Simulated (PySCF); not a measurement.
**Working out the ionisation energy of Ne⁺**

Ne⁺ [He] 2s2 2p5 (2P) → Ne²⁺ [He] 2s2 2p4 (3P). Calculation: PySCF 2.14, in aug-cc-pVQZ-DK (6s5p4d3f2g, 80 functions); scalar relativity by spin-free X2C-1e. Frozen: 1s2. Energies in hartree (1 hartree = 27.21139 eV):

```
            part  Ne⁺ (lower)  Ne²⁺ (upper)
             UHF  -127.959141   -126.516774
CCSD correlation    -0.231940     -0.174947
             (T)    -0.003227     -0.001878
```

Q: What does Hartree-Fock give?

A: (-126.516774) − (-127.959141) = 1.442367 hartree = 39.249 eV.

Q: What do CCSD and CCSD(T) give?

A: The CCSD correlation energies differ by 0.056993 hartree = 1.551 eV and the triples by 0.001349 hartree = 0.037 eV, so CCSD gives 40.800 eV and CCSD(T) 40.837 eV.

A first-order spin-orbit estimate adds -0.005 eV to CCSD(T) (valence), giving 40.832 eV against 40.963 eV (measured; NIST Atomic Spectra Database, ionization energies).

What remains against the reference includes basis incompleteness, the frozen core and higher excitations.
